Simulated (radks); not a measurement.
Task: Species: Tl IV. Configuration: [Xe] 4f14 5d9.5 6s0.5 (fractional occupations, a model configuration). Calculated with a radial shooting solver on a logarithmic mesh with Libxc functionals: Dirac Kohn-Sham, PBE, spin-unpolarised, spherical densities, finite nucleus; open shells are shared between the two j in proportion to 2j + 1; Fermi nuclear charge, rms radius 5.4759 fm. Some entries of the table are withheld. Estimate them.

| orbital | occ. | eigenvalue (hartree) | <r^2> (bohr^2) | r(max) (bohr) |
|---|---|---|---|---|
| 1s1/2 | 2 | -3140.766 | 0.0003691 | 0.01003 |
| 2s1/2 | 2 | (1) | 0.005550 | 0.05837 |
| 2p1/2 | 2 | -537.5379 | 0.003911 | 0.04279 |
| 2p3/2 | 4 | -461.6348 | 0.005095 | 0.05039 |
| 3s1/2 | 2 | -134.4756 | 0.03599 | 0.1642 |
| 3p1/2 | 2 | (2) | 0.03273 | 0.1530 |
| 3p3/2 | 4 | (3) | 0.03909 | 0.1684 |
| 3d3/2 | 4 | -90.88041 | 0.02987 | 0.1309 |
| 3d5/2 | 6 | -87.27637 | 0.03159 | 0.1351 |
| 4s1/2 | 2 | -30.91373 | 0.1732 | 0.3695 |
| 4p1/2 | 2 | -26.57234 | 0.1760 | 0.3672 |
| 4p3/2 | 4 | -22.46983 | 0.2077 | 0.3985 |
| 4d3/2 | 4 | -15.36741 | 0.2170 | 0.3903 |
| 4d5/2 | 6 | -14.60184 | 0.2281 | 0.3998 |
| 5s1/2 | 2 | -5.95269 | 0.8626 | 0.8090 |
| 4f5/2 | 6 | -5.43442 | 0.2592 | 0.3558 |
| 4f7/2 | 8 | -5.26533 | 0.2665 | 0.3603 |
| 5p1/2 | 2 | -4.49279 | 0.9958 | 0.8501 |
| 5p3/2 | 4 | -3.74599 | 1.201 | 0.9277 |
| 5d3/2 | 3.8 | -1.73800 | (4) | 1.089 |
| 5d5/2 | 5.7 | -1.65138 | (5) | 1.121 |
| 6s1/2 | 0.5 | -1.31500 | (6) | 1.939 |

Result: 
(1) 2s1/2 eigenvalue (hartree): -559.7331
(2) 3p1/2 eigenvalue (hartree): -124.4200
(3) 3p3/2 eigenvalue (hartree): -107.5457
(4) 5d3/2 <r^2> (bohr^2): 1.964
(5) 5d5/2 <r^2> (bohr^2): 2.097
(6) 6s1/2 <r^2> (bohr^2): 5.224
